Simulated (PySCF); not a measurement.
A structure optimised at PBE-D3(BJ)/def2-TZVP, used in a PySCF frequency run:

```xyz
3

Ge     0.2963     0.0619     0.0000
O     -0.6284     1.4671     0.0000
F     -0.4948    -1.5244     0.0000
```
Charge 0, spin multiplicity 2.

### Question
Write its SMILES, formula and point group.

### Answer
[O]=[Ge][F], FGeO, Cs

### Question
What are its rotational constants (standard atomic weights)?

### Answer
29.224, 6.4079, 5.2556 GHz
